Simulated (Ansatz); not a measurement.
Reaction (formal exchange of groups at a C–C bond): `C[CH](C)[Ge][NH2]` + `[SH][GeH]([Cl])[Cl]` → `[CH3][Ge]([SH])([Cl])[Cl]` + `C[CH2][Ge][NH2]`

Gas-phase electronic energies from Ansatz, PBE0-D4/def2-TZVP geometries. CBS: MP2 limit from def2 TZ/QZ plus the TZ coupled-cluster correction, frozen cores. DFT in def2-TZVPP. B3LYP here is the variant with VWN-RPA as its local correlation; programs differ in this. HSE06 is defined as in plane-wave codes. For Ge outer-core shells are correlated without core-valence functions, which leaves a few kJ/mol of doubt a bond. Scalar relativity is left out up to krypton. Each species was taken in one conformer, which may not be the lowest.

`C[CH](C)[Ge][NH2]`:

```xyz
14

C     1.150   -0.879    0.363
C     0.106   -0.512   -0.682
C    -1.312   -0.733   -0.171
Ge    0.340    1.372   -1.384
N     0.125    2.221    0.210
H     1.050   -1.925    0.674
H     2.171   -0.746   -0.006
H     1.051   -0.267    1.265
H     0.258   -1.151   -1.561
H    -1.524   -0.114    0.707
H    -2.069   -0.493   -0.924
H    -1.470   -1.777    0.125
H    -0.043    1.781    1.102
H     0.167    3.224    0.284
```

`[SH][GeH]([Cl])[Cl]`:

```xyz
6

S    -0.368    0.436   -1.701
Ge    0.251    0.057    0.373
Cl    2.372    0.281    0.385
Cl   -0.231   -1.947    0.958
H    -1.660    0.180   -1.430
H    -0.364    0.993    1.415
```

`[CH3][Ge]([SH])([Cl])[Cl]`:

Cartesian coordinates in Å:
```
C 0.896 -0.819 -0.465
Ge -0.357 0.610 -0.114
S -0.789 1.013 2.010
Cl 0.414 2.461 -0.870
Cl -2.185 0.175 -1.160
H 1.840 -0.595 0.032
H 0.490 -1.756 -0.083
H 1.050 -0.899 -1.540
H -1.359 -0.192 2.190
```

`C[CH2][Ge][NH2]`:

Z-matrix (Å, degrees):
```
C
C 1 1.528
H 1 1.094 2 111.5
H 1 1.094 2 112.0 3 120.3
H 1 1.095 2 111.7 3 -119.8
Ge 2 2.010 1 110.0 3 63.2
H 2 1.095 1 110.8 3 -58.8
H 2 1.094 1 110.0 3 -177.1
N 6 1.819 2 95.7 1 -88.8
H 9 1.009 6 125.3 2 -2.8
H 9 1.007 6 122.4 2 176.7
```

Task: Is it downhill or uphill in electronic energy at CCSD(T)/CBS, and by how much? (An estimate is asked.)

Result: The calculation gave: Downhill: ΔE = -54.5 kJ/mol.

Task: What do these levels give: B3LYP-D4, r2SCANh-D4, HSE06, BHLYP, HF/def2-SVP, MP2/CBS(def2)? (Estimate.)

Result: Ansatz gave: B3LYP-D4 -53.6, r2SCANh-D4 -55.4, HSE06 -54.2, BHLYP -54.9, HF/def2-SVP -47.9, MP2/CBS(def2) -57.7 kJ/mol.

Task: What do rigid-rotor, harmonic-oscillator terms from PBE0-D4/def2-TZVP frequencies (298.15 K, 1 bar) make of the CCSD(T)/CBS value? (Estimate.)

Result: The calculation gave: ΔZPE = +1.6 kJ/mol, ΔH = -51.1 kJ/mol, ΔS = 10 J/(mol·K), ΔG = -54.1 kJ/mol. Modes under 50 cm⁻¹ make the entropy rough.

Largest T1 diagnostic among the species: 0.013.

At CCSD(T), def2-SVP lies +16.7 kJ/mol from the extrapolated value and def2-TZVPP −0.1 kJ/mol. Leaving LDA and LC-ωPBE aside and taking each functional with its dispersion term where it has one, the values, not all of them listed here, spread over 6.6 kJ/mol, from B2PLYP to revPBE-D4. LDA lies +8.7 kJ/mol from PBE without D4.
